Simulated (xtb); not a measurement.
C$_{6}$H$_{13}$BO$_{2}$, charge -1, doublet, from a rough starting geometry (a state made from the parent by changing its charge; the spin is typed, not shown lowest); GFN2-xTB (xtb 6.7.1).

Here is a job for xtb.
```
$ xtb mol.xyz --gfn 2 --chrg -1 --uhf 1 --opt vtight --json

# file mol.xyz
22

C     -1.75208651     0.19168707     0.94504365
C     -0.71634288     0.19536436    -0.31508467
C     -1.09111637    -0.84717409    -1.31530631
O     -0.78735693     1.47686284    -0.85698273
B      0.23100430     2.21366220    -0.57858629
O      1.15638162     1.53672820     0.10789735
C      0.73655549     0.14534507     0.20142753
C      0.98116565    -0.38067789     1.62009121
C      1.67503845    -0.63680659    -0.74058290
H     -2.74915443     0.34220806     0.48985243
H     -1.53093535     0.94172311     1.56687865
H     -1.70912747    -0.78648246     1.42027647
H     -2.15547930    -0.77410835    -1.60010932
H     -0.51885635    -0.80123541    -2.16290330
H     -0.95164653    -1.87884158    -0.90086609
H      0.36719461     3.34806712    -0.86918356
H      0.46106640     0.23467550     2.35240769
H      2.03944206    -0.39511455     1.83830338
H      0.62940340    -1.42811115     1.74184525
H      1.64365972    -0.27881504    -1.75127154
H      2.70014662    -0.57391634    -0.44591612
H      1.41764793    -1.69416607    -0.81305717
```

The log (banner, timings and long lists left out):

```
   ID    Z sym.   atoms
    1    6 C      1-3, 7-9
    2    8 O      4, 6
    3    5 B      5
    4    1 H      10-22

           -------------------------------------------------
          |                Calculation Setup                |
           -------------------------------------------------

           -------------------------------------------------
          |                 G F N 2 - x T B                 |
           -------------------------------------------------

          ...................................................
          :                      SETUP                      :
          :.................................................:
          :  # basis functions                  49          :
          :  # atomic orbitals                  49          :
          :  # shells                           31          :
          :  # electrons                        53          :
          :  max. iterations                   250          :
          :  Hamiltonian                  GFN2-xTB          :
          :  restarted?                      false          :
          :  GBSA solvation                  false          :
          :  PC potential                    false          :
          :  electronic temp.          300.0000000     K    :
          :  accuracy                    1.0000000          :
          :  -> integral cutoff          0.2500000E+02      :
          :  -> integral neglect         0.1000000E-07      :
          :  -> SCF convergence          0.1000000E-05 Eh   :
          :  -> wf. convergence          0.1000000E-03 e    :
          :  Broyden damping             0.4000000          :
          :  net charge                         -1          :
          :  unpaired electrons                  1          :
          ...................................................

 iter      E             dE          RMSdq      gap      omega  full diag
   1    -29.1231151 -0.291231E+02  0.590E+00    1.26       0.0  T
   2    -29.2561772 -0.133062E+00  0.295E+00    1.25       1.0  T
   3    -29.2590786 -0.290145E-02  0.154E+00    2.01       1.0  T
   4    -29.2539916  0.508709E-02  0.971E-01    1.08       1.0  T
   5    -29.2746691 -0.206776E-01  0.385E-01    1.43       1.0  T
   6    -29.2762569 -0.158780E-02  0.112E-01    1.32       1.0  T
   7    -29.2763173 -0.603591E-04  0.418E-02    1.31       1.0  T
   8    -29.2763201 -0.280989E-05  0.183E-02    1.32       1.2  T
   9    -29.2763208 -0.762042E-06  0.107E-02    1.32       2.0  T
  10    -29.2763225 -0.164326E-05  0.158E-03    1.31      13.5  T
  11    -29.2763225  0.162374E-07  0.128E-03    1.31      16.7  T
  12    -29.2763225 -0.206101E-07  0.223E-04    1.31      95.4  T
  13    -29.2763225 -0.486718E-09  0.553E-05    1.31     385.7  T

   *** convergence criteria satisfied after 13 iterations ***

         :::::::::::::::::::::::::::::::::::::::::::::::::::::
         ::                     SUMMARY                     ::
         :::::::::::::::::::::::::::::::::::::::::::::::::::::
         :: total energy             -28.921352284002 Eh    ::
         :: gradient norm              0.314999821922 Eh/a0 ::
         :: HOMO-LUMO gap              1.312502450092 eV    ::
         ::.................................................::
         :: SCC energy               -29.276207793479 Eh    ::
         :: -> isotropic ES            0.207877514146 Eh    ::
         :: -> anisotropic ES          0.011866182085 Eh    ::
         :: -> anisotropic XC          0.003868807881 Eh    ::
         :: -> dispersion             -0.018970434322 Eh    ::
         :: repulsion energy           0.354855509476 Eh    ::
         :: add. restraining           0.000000000000 Eh    ::
         :: total charge              -1.000000000000 e     ::
         :::::::::::::::::::::::::::::::::::::::::::::::::::::

      -----------------------------------------------------------
     |                   =====================                   |
     |                        A N C O P T                        |
     |                   =====================                   |
     |               Approximate Normal Coordinate               |
     |                Rational Function Optimizer                |
      -----------------------------------------------------------
      -----------------------------------------------------------
     |                   =====================                   |
     |                        A N C O P T                        |
     |                   =====================                   |
     |               Approximate Normal Coordinate               |
     |                Rational Function Optimizer                |
      -----------------------------------------------------------

          ...................................................
          :                      SETUP                      :
          :.................................................:
          :   optimization level         verytight          :
          :   max. optcycles                   440          :
          :   ANC micro-cycles                  20          :
          :   degrees of freedom                60          :
          :.................................................:
          :   RF solver                   davidson          :
          :   write xtbopt.log                true          :
          :   linear?                        false          :
          :   energy convergence         0.1000000E-06 Eh   :
          :   grad. convergence          0.2000000E-03 Eh/α :
          :   maxmium RF displ.          1.0000000          :
          :   Hlow (freq-cutoff)         0.1000000E-01      :
          :   Hmax (freq-cutoff)         5.0000000          :
          :   S6 in model hess.         20.0000000          :
          ...................................................

generating ANC from exact Hessian ...
Using Lindh-Hessian (1995)
[...]
 * total energy  :   -29.0226964 Eh     change       -0.3320642E-03 Eh
 * total energy  :   -29.0229189 Eh     change       -0.2225172E-03 Eh
 * total energy  :   -29.0229717 Eh     change       -0.5280767E-04 Eh
 * total energy  :   -29.0229901 Eh     change       -0.1845061E-04 Eh
 * total energy  :   -29.0229999 Eh     change       -0.9807826E-05 Eh
 * total energy  :   -29.0230078 Eh     change       -0.7846400E-05 Eh
 * total energy  :   -29.0230148 Eh     change       -0.6973258E-05 Eh
 * total energy  :   -29.0230199 Eh     change       -0.5134972E-05 Eh
 * total energy  :   -29.0230213 Eh     change       -0.1417959E-05 Eh
 * total energy  :   -29.0230216 Eh     change       -0.3097775E-06 Eh
 * total energy  :   -29.0230218 Eh     change       -0.1913670E-06 Eh
 * total energy  :   -29.0230219 Eh     change       -0.6651756E-07 Eh
   *** GEOMETRY OPTIMIZATION CONVERGED AFTER 26 ITERATIONS ***
         :: total energy             -29.023021880009 Eh    ::
[...]
        18        2.0000           -0.2987077              -8.1282
        19        2.0000           -0.2948451              -8.0231
        20        2.0000           -0.2832681              -7.7081
        21        2.0000           -0.2789494              -7.5906
        22        2.0000           -0.2314824              -6.2990
        23        2.0000           -0.2169799              -5.9043
        24        2.0000           -0.2135931              -5.8122
        25        2.0000           -0.1788702              -4.8673
        26        2.0000           -0.1776145              -4.8331
        27        1.0000            0.0070175               0.1910 (HOMO)
        28                          0.2150460               5.8517 (LUMO)
        29                          0.2337441               6.3605
        30                          0.2468745               6.7178
        31                          0.2515136               6.8440
        32                          0.2550658               6.9407
        33                          0.2847706               7.7490
        34                          0.3047943               8.2939
        35                          0.3128951               8.5143
        36                          0.3247803               8.8377
        37                          0.3439370               9.3590
        38                          0.3577673               9.7353
       ...                                ...                  ...
        49                          0.5279316              14.3658
      -------------------------------------------------------------
                  HL-Gap            0.2080285 Eh            5.6607 eV
             Fermi-level            0.0128666 Eh            0.3501 eV

     #   Z          covCN         q      C6AA      α(0)
     1   6 C        3.753    -0.100    22.467     6.759
     2   6 C        3.809     0.146    18.224     6.077
     3   6 C        3.753    -0.095    22.382     6.746
     4   8 O        1.618    -0.505    23.026     6.477
     5   5 B        2.509     0.245    19.366     7.660
     6   8 O        1.622    -0.506    23.045     6.479
     7   6 C        3.813     0.145    18.240     6.079
     8   6 C        3.753    -0.097    22.404     6.750
     9   6 C        3.753    -0.093    22.342     6.740
    10   1 H        0.925     0.011     2.871     2.650
    11   1 H        0.925     0.034     2.534     2.490
    12   1 H        0.925    -0.008     3.194     2.795
    13   1 H        0.925     0.012     2.853     2.642
    14   1 H        0.925     0.024     2.675     2.558
    15   1 H        0.924    -0.006     3.168     2.783
    16   1 H        0.902    -0.271    18.056     6.648
    17   1 H        0.925     0.024     2.680     2.560
    18   1 H        0.925     0.012     2.855     2.642
    19   1 H        0.924    -0.006     3.163     2.781
    20   1 H        0.925     0.037     2.492     2.469
    21   1 H        0.924     0.009     2.909     2.667
    22   1 H        0.924    -0.011     3.262     2.824

 Mol. C6AA /au·bohr⁶  :       4342.286279
 Mol. C8AA /au·bohr⁸  :      92006.291508
 Mol. α(0) /au        :         98.276038

Wiberg/Mayer (AO) data.
largest (>0.10) Wiberg bond orders for each atom

 ---------------------------------------------------------------------------
     #   Z sym  total        # sym  WBO       # sym  WBO       # sym  WBO
 ---------------------------------------------------------------------------
     1   6 C    3.995 --    12 H    0.988    10 H    0.988    11 H    0.986
                             2 C    0.968
     2   6 C    3.972 --     4 O    1.044     3 C    0.978     1 C    0.968
                             7 C    0.922
     3   6 C    3.995 --    13 H    0.987    15 H    0.987    14 H    0.986
                             2 C    0.978
     4   8 O    1.957 --     2 C    1.044     5 B    0.791
     5   5 B    2.553 --    16 H    0.901     6 O    0.795     4 O    0.791
     6   8 O    1.951 --     7 C    1.034     5 B    0.795
     7   6 C    3.973 --     6 O    1.034     8 C    0.980     9 C    0.970
                             2 C    0.922
     8   6 C    3.995 --    18 H    0.987    19 H    0.986    17 H    0.986
                             7 C    0.980
     9   6 C    3.995 --    21 H    0.987    22 H    0.987    20 H    0.985
                             7 C    0.970
    10   1 H    1.000 --     1 C    0.988
    11   1 H    0.999 --     1 C    0.986
    12   1 H    1.000 --     1 C    0.988
    13   1 H    1.000 --     3 C    0.987
    14   1 H    0.999 --     3 C    0.986
    15   1 H    1.000 --     3 C    0.987
    16   1 H    0.925 --     5 B    0.901
    17   1 H    0.999 --     8 C    0.986
    18   1 H    1.000 --     8 C    0.987
    19   1 H    1.000 --     8 C    0.986
    20   1 H    0.999 --     9 C    0.985
    21   1 H    1.000 --     9 C    0.987
    22   1 H    1.000 --     9 C    0.987
 ---------------------------------------------------------------------------

Topologies differ in total number of bonds
Writing topology from bond orders to xtbtopo.mol

molecular dipole:
                 x           y           z       tot (Debye)
 q only:       -0.485      -2.602       0.871
   full:       -0.382      -3.475       0.853       9.147
molecular quadrupole (traceless):
                xx          xy          yy          xz          yz          zz
 q only:        2.845      -4.055      -6.152      -1.796       5.859       3.307
  q+dip:        6.531      -3.625     -12.584      -3.047       6.127       6.053
   full:        6.113      -3.513     -11.821      -2.551       5.967       5.708

optimized geometry written to: xtbopt.xyz

           -------------------------------------------------
          | TOTAL ENERGY              -29.023021880009 Eh   |
          | GRADIENT NORM               0.000076015516 Eh/α |
          | HOMO-LUMO GAP               5.660743185492 eV   |
           -------------------------------------------------
```
